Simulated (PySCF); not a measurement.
H$_{5}$GeNO, singlet, at a GFN2-xTB geometry; LC-WPBE/6-31G, TDDFT run with PySCF.

Input for PySCF:
```python
from pyscf import gto, scf, dft, tdscf

mol = gto.M(
    atom='''
Ge   -0.22886294   -0.24881406    0.06256490
N     1.53218929   -0.51172173   -0.18667527
O    -0.55030496    1.47563485   -0.07070189
H    -0.59523862   -0.71190260    1.44232860
H    -0.98202039   -0.97384552   -1.01424207
H     1.88681255   -0.26139739   -1.09995179
H     2.13928287   -0.09041515    0.50356533
H    -1.44810770    1.77658370    0.03856520
''',
    basis='6-31g',
    verbose=4,
)

mf = dft.RKS(mol)
mf.xc = 'lc_wpbe'
mf.kernel()
td = mf.TDDFT()
td.nstates = 5
td.kernel()
td.analyze()
```

Output, abridged:

```
PySCF version 2.14.0

[INPUT] verbose = 4
[INPUT] num. atoms = 8
[INPUT] num. electrons = 52
[INPUT] charge = 0
[INPUT] spin (= nelec alpha-beta = 2S) = 0
[INPUT] symmetry False subgroup None
[INPUT] Mole.unit = angstrom
[INPUT] Symbol           X                Y                Z      unit          X                Y                Z       unit  Magmom
[INPUT]  1 Ge    -0.228862940000  -0.248814060000   0.062564900000 AA   -0.432488276663  -0.470190429341   0.118230526011 Bohr   0.0
[INPUT]  2 N      1.532189290000  -0.511721730000  -0.186675270000 AA    2.895418129092  -0.967013921689  -0.352765134529 Bohr   0.0
[INPUT]  3 O     -0.550304960000   1.475634850000  -0.070701890000 AA   -1.039925659390   2.788545726364  -0.133607208589 Bohr   0.0
[INPUT]  4 H     -0.595238620000  -0.711902600000   1.442328600000 AA   -1.124837970564  -1.345300941366   2.725606035627 Bohr   0.0
[INPUT]  5 H     -0.982020390000  -0.973845520000  -1.014242070000 AA   -1.855749585839  -1.840301320435  -1.916639736312 Bohr   0.0
[INPUT]  6 H      1.886812550000  -0.261397390000  -1.099951790000 AA    3.565558967892  -0.493969476776  -2.078607633325 Bohr   0.0
[INPUT]  7 H      2.139282870000  -0.090415150000   0.503565330000 AA    4.042658727274  -0.170859871011   0.951600559526 Bohr   0.0
[INPUT]  8 H     -1.448107700000   1.776583700000   0.038565200000 AA   -2.736526951874   3.357256630366   0.072877665939 Bohr   0.0

nuclear repulsion = 220.150411969636
number of shells = 31
number of NR pGTOs = 154
number of NR cGTOs = 55
basis = 6-31g
ecp = {}

******** <class 'pyscf.dft.rks.RKS'> ********
method = RKS
initial guess = minao
damping factor = 0
level_shift factor = 0
DIIS = <class 'pyscf.scf.diis.CDIIS'>
diis_start_cycle = 1
diis_space = 8
diis_damp = 0
SCF conv_tol = 1e-09
SCF conv_tol_grad = None
SCF max_cycles = 50
direct_scf = True
direct_scf_tol = 1e-13
XC library pyscf.dft.libxc version 7.1.2
    S. Lehtola, C. Steigemann, M. J. T. Oliveira, and M. A. L. Marques,  SoftwareX 7, 1–5 (2018)
XC functionals = lc_wpbe
    O. A. Vydrov and G. E. Scuseria,  J. Chem. Phys. 125, 234109 (2006)
radial grids:
    Treutler-Ahlrichs [JCP 102, 346 (1995); DOI:10.1063/1.469408] (M4) radial grids

becke partition: Becke, JCP 88, 2547 (1988); DOI:10.1063/1.454033
pruning grids: <function nwchem_prune>
grids dens level: 3
symmetrized grids: False
atomic radii adjust function: <function treutler_atomic_radii_adjust>
small_rho_cutoff = 0
Set gradient conv threshold to 3.16228e-05
Initial guess from minao.
tot grids = 97664
init E= -2208.74346267258
  HOMO = -0.345562811902968  LUMO = 0.0256999237416724  gap/eV = 10.10257
cycle= 1 E= -2209.13673636951  delta_E= -0.393  |g|= 0.732  |ddm|= 2.51
  HOMO = -0.250205258835196  LUMO = 0.119452605845939  gap/eV = 10.05890
cycle= 2 E= -2209.13547099874  delta_E= 0.00127  |g|= 0.79  |ddm|= 1.14
  HOMO = -0.368518963807053  LUMO = 0.105469919104851  gap/eV = 12.89789
cycle= 3 E= -2209.24848615762  delta_E= -0.113  |g|= 0.0417  |ddm|= 0.565
  HOMO = -0.380162836031457  LUMO = 0.110559083874254  gap/eV = 13.35322
cycle= 4 E= -2209.24882468071  delta_E= -0.000339  |g|= 0.0313  |ddm|= 0.0683
  HOMO = -0.37252833847971  LUMO = 0.111556968137484  gap/eV = 13.17263
cycle= 5 E= -2209.24904102198  delta_E= -0.000216  |g|= 0.00276  |ddm|= 0.0256
  HOMO = -0.372820612390404  LUMO = 0.111497622967172  gap/eV = 13.17897
cycle= 6 E= -2209.24904616774  delta_E= -5.15e-06  |g|= 0.0012  |ddm|= 0.00879
  HOMO = -0.372850435864823  LUMO = 0.111475270566095  gap/eV = 13.17917
cycle= 7 E= -2209.24904656578  delta_E= -3.98e-07  |g|= 0.000377  |ddm|= 0.00199
  HOMO = -0.372854679803825  LUMO = 0.111490401920581  gap/eV = 13.17970
cycle= 8 E= -2209.24904666614  delta_E= -1e-07  |g|= 7.15e-05  |ddm|= 0.00137
  HOMO = -0.372859708593685  LUMO = 0.111488987686589  gap/eV = 13.17980
cycle= 9 E= -2209.24904667252  delta_E= -6.38e-09  |g|= 1.13e-05  |ddm|= 0.00039
  HOMO = -0.372857582209186  LUMO = 0.111490173798703  gap/eV = 13.17977
cycle= 10 E= -2209.24904667263  delta_E= -1.13e-10  |g|= 2.29e-06  |ddm|= 4.82e-05
  HOMO = -0.372857756586245  LUMO = 0.111489906197836  gap/eV = 13.17977
Extra cycle  E= -2209.24904667265  delta_E= -1.46e-11  |g|= 1.29e-06  |ddm|= 6.45e-06
converged SCF energy = -2209.24904667265

******** <class 'pyscf.tdscf.rks.TDDFT'> for <class 'pyscf.dft.rks.RKS'> ********
nstates = 5 singlet
deg_eia_thresh = 1.000e-03
wfnsym = None
conv_tol = 1e-05
eigh lindep = 1e-12
eigh level_shift = 0
eigh max_cycle = 100

Excitation energies (eV)
[7.39682851 7.61421502 8.55641743 8.72573143 8.78558362]

** Singlet excitation energies and oscillator strengths **
Excited State   1:      7.39683 eV    167.62 nm  f=0.0291
      26 -> 27       -0.42755
      26 -> 28        0.50767
      26 -> 29       -0.20167
Excited State   2:      7.61422 eV    162.83 nm  f=0.0189
      25 -> 27        0.60867
      25 -> 28        0.31045
Excited State   3:      8.55642 eV    144.90 nm  f=0.0902
      24 -> 27       -0.19562
      24 -> 28       -0.24029
      26 -> 27       -0.45081
      26 -> 28       -0.40640
Excited State   4:      8.72573 eV    142.09 nm  f=0.0668
      24 -> 27        0.51227
      24 -> 28        0.31189
      26 -> 27       -0.24255
      26 -> 28       -0.18566
Excited State   5:      8.78558 eV    141.12 nm  f=0.0010
      25 -> 27        0.32878
      25 -> 28       -0.60668

** Transition electric dipole moments (AU) **
state          X           Y           Z        Dip. S.      Osc.
  1         0.0537     -0.3956      0.0337      0.1605      0.0291
  2        -0.0492     -0.0333     -0.3127      0.1013      0.0189
  3        -0.3064      0.5800     -0.0136      0.4304      0.0902
  4        -0.3978     -0.3793      0.1031      0.3127      0.0668
  5         0.0105      0.0071      0.0666      0.0046      0.0010

** Transition velocity dipole moments (imaginary part, AU) **
state          X           Y           Z        Dip. S.      Osc.
  1         0.0286     -0.2039      0.0172      0.0427      0.1047
  2        -0.0256     -0.0174     -0.1627      0.0274      0.0654
  3        -0.0114      0.2026     -0.0198      0.0416      0.0881
  4        -0.1372     -0.1576      0.0384      0.0451      0.0939
  5         0.0069      0.0047      0.0438      0.0020      0.0041

** Transition magnetic dipole moments (imaginary part, AU) **
state          X           Y           Z
  1         0.1072      0.0726      0.6810
  2         0.7965      0.5560     -0.1847
  3         0.0784      0.0531      0.4978
  4        -0.1407     -0.0954     -0.8939
  5        -0.3964      0.6049     -0.0022
```
